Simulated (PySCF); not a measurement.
InHFCl, SMILES [F][InH][Cl]. Coordinates come from a B3LYP-D3(BJ)/def2-TZVP optimisation. The def2 effective core potentials stand for the cores of In; spin–orbit coupling is left out.

The numbers are results of B3LYP-D3(BJ)/def2-TZVP (PySCF 2.14.0), not measurements.

Harmonic wavenumbers (cm⁻¹): 126, 355, 383, 428, 589, 1893. Rotational constants (GHz): 10.17, 2.765, 2.174; symmetry number 1.

Task: Work out the zero-point energy and the ideal-gas rigid-rotor harmonic-oscillator thermochemistry at 298.15 K and 1 atm.

Result: ZPE = ½ Σ hcν = ½ × 3773 cm⁻¹ = 5.39 kcal/mol. H − E(el) = 8.91 kcal/mol. Entropy in cal/(mol K): translation 41.30, rotation 26.07, vibration 6.52, total 73.89. G − E(el) = -13.13 kcal/mol. Cp = 15.43 cal/(mol K). Modes under 150 cm⁻¹ make the vibrational entropy uncertain.
